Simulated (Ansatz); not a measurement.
Geometry optimisation, RKS PBE0/def2-SVP (Ansatz).

The input (input.yaml):

```yaml
crystal:
  periodic: [false, false, false]
  atoms:
    - { symbol: B, position_ang: [0.0, 0.0, 0.0] }
    - { symbol: O, position_ang: [0.0, 0.0, 1.41] }
    - { symbol: H, position_ang: [-0.9095, -0.2814, 1.7471] }
    - { symbol: Cl, position_ang: [1.6108, 0.0, -0.93] }
    - { symbol: Cl, position_ang: [-1.6108, 0.0, -0.93] }
basis:
  gaussian: { orbitals: def2-SVP }
hamiltonian:
  xc: pbe0
relax:
  f_tol: 0.02
  max_steps: 40
```

Launched with:

```bash
$ ansatz run input.yaml --threads 1 --pin off --max-ram 2048MiB --backend cpu --events-out ev --progress --plain --runs-dir out
```

Problem. Where does it end, and by what steps?

Solution. The forces met the threshold. After 6 steps the energy has fallen by 0.453 eV; O2 moved furthest, 0.14 Å.

| step | energy less start (eV) | largest force component (eV/Å) | accepted |
| --- | --- | --- | --- |
| 0 | 0.0000 | 2.432 | yes |
| 1 | -0.2555 | 2.841 | yes |
| 2 | -0.1665 | 2.400 | no |
| 3 | -0.4402 | 0.919 | yes |
| 4 | -0.4487 | 0.360 | yes |
| 5 | -0.4533 | 0.054 | yes |
| 6 | -0.4534 | 0.004 | yes |

```xyz
5
Properties=species:S:1:pos:R:3
B -0.013 -0.037 -0.001
O 0.003 -0.113 1.335
H -0.878 -0.157 1.725
Cl 1.510 0.048 -0.860
Cl -1.532 -0.022 -0.901
```

Whether the end is a true minimum wasn't checked by a vibrational analysis.

Time of the run: 14 s on 1 thread of Arm Neoverse V2, on a shared host, peak memory 0.14 GiB.
